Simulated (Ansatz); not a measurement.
Coupled-cluster diagnostics for the cluster Na6Sb, Ansatz.

Geometry of the doublet (PBE-D4/def2-SVP):

Cartesian coordinates in Å:
```
Sb -0.146 1.100 -0.351
Na 1.908 3.225 -0.321
Na -1.882 -1.195 0.474
Na -0.457 2.574 2.199
Na 0.160 -1.307 -2.122
Na 1.899 -0.105 1.372
Na -1.483 -4.292 -1.252
```

In the def2 sets Sb takes a core potential; there is no spin–orbit coupling. Correlated methods freeze 10 core orbitals; core or outer-core shells of Sb, Na are correlated, in sets that lack core-valence functions. In CCSD on the charge 0 doublet the largest single amplitude is 0.23, so its Hartree–Fock determinant may place the open shell otherwise than the density functionals do. Another isomer (doublet) lies 0.02 eV lower at PBE-D4/def2-TZVP; other spin states weren't run for this one.

(1) Estimate the CCSD(T) correlation energy, the shares of MP2 and (T), T1 and the reference's ⟨S²⟩ for: charge 0, doublet, own geometry in def2-SVP; and the rough time on 4 threads of Intel Xeon 6975P-C on a shared host.

Results:

(1) 
```tsv
state	basis	correlation (eV)	MP2 share (%)	(T) share (%)	T1	⟨S²⟩ (pure)	wall time	remarks
charge 0, doublet, own geometry	def2-SVP	-5.745	83.4	5.8	0.041	1.31 (0.75)	91 s	spin-contaminated (⟨S²⟩ 1.31)
```
Customary marks for T1 are 0.02 (closed shells), 0.045 (open shells) and about 0.05 (3d metals). T1 exceeds 0.02 in 1 of 1 rows and 0.045 in 0; the higher it lies, the less the single-reference result can be trusted.
